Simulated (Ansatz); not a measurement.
Cartesian coordinates in Å:
```
C -1.022 -2.884 0.596
C -0.451 -1.590 0.318
N 0.019 -0.575 0.098
B 0.713 0.824 -0.210
C 0.161 1.312 -1.630
C 0.411 1.775 1.042
Cl 2.531 0.341 -0.296
H -1.722 -3.158 -0.195
H -1.549 -2.859 1.551
H -0.224 -3.627 0.644
H -0.917 1.509 -1.606
H 0.656 2.249 -1.898
H 0.361 0.599 -2.435
H 0.917 2.732 0.887
H 0.775 1.366 1.988
H -0.659 1.987 1.148
```

The species carries charge 0 and has multiplicity 1.

List the CAM-B3LYP/def2-TZVPP orbital energies in eV (Ansatz 0.2.0). (Estimate.)

The calculation gave: Occupied: -2762.43, -393.87, -282.20, -281.35, -277.19, -277.19, -257.22, -196.27, -196.13, -196.12, -185.49, -29.44, -24.89, -23.10, -20.79, -19.84, -18.34, -16.81, -15.95, -15.94, -13.43, -13.36, -12.88, -12.24, -11.72, -11.31, -11.19, -9.85, -9.78, -8.82, -8.34. Lowest empty: 0.33, 0.45, 0.79, 2.38, 2.97, 3.05, 3.46, 3.51.
